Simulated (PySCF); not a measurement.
**GeB: frontier orbitals**

r²SCAN at R = 1.989 Å; basis Ge pcseg-1, B pcseg-1; no relativity; PySCF 2.14. State: ⁴Σ⁻ (quartet), unpaired electrons σ ↑, π ↑↑. Only the outer orbitals are listed, counted within each symmetry.

```csv
spin,orbital,occ.,ε (eV),on Ge (%),main shells (%)
α,8σ,1,-14.50,67,"60 Ge s, 28 B s"
α,9σ,1,-9.49,43,"52 B s, 31 Ge s, 11 Ge p"
α,4π,1,-6.07,59,"56 Ge p, 41 B p"
α,4π,1,-6.07,59,"56 Ge p, 41 B p"
α,10σ,1,-5.88,44,"49 B p, 37 Ge p"
α,5π,0,-2.46,47,"53 B p, 45 Ge p"
α,5π,0,-2.46,47,"53 B p, 45 Ge p"
α,11σ,0,1.84,83,"69 Ge p, 26 B p, 12 Ge d"
β,8σ,1,-12.61,68,"64 Ge s, 25 B s"
β,9σ,1,-7.47,60,"40 B s, 30 Ge p, 29 Ge s"
β,4π,0,-3.88,66,"65 Ge p, 34 B p"
β,4π,0,-3.88,66,"65 Ge p, 34 B p"
β,10σ,0,-3.03,27,"41 B p, 31 B s, 26 Ge p"
```

Question: Which are the highest filled and the lowest empty level, where do they sit, and how wide is the gap?

Answer: Highest filled α 10σ at -5.88 eV (in %: 49 B p, 37 Ge p); lowest empty β 4π at -3.88 eV (in %: 65 Ge p, 34 B p); the gap at r²SCAN is 2.00 eV.

```json
{
 "bond order (Mayer)": "1.88",
 "⟨S²⟩": "3.753",
 "charge on Ge (Mulliken, basis-dependent)": "0.02",
 "charge on Ge (Löwdin, basis-dependent)": "0.08",
 "dipole moment (positive dipole means Ge(−)B(+))": "-0.49 D"
}
```

Spin–orbit coupling is left out. The state is the lowest determinant that a PBE0 search found; another state may lie lower at other levels.
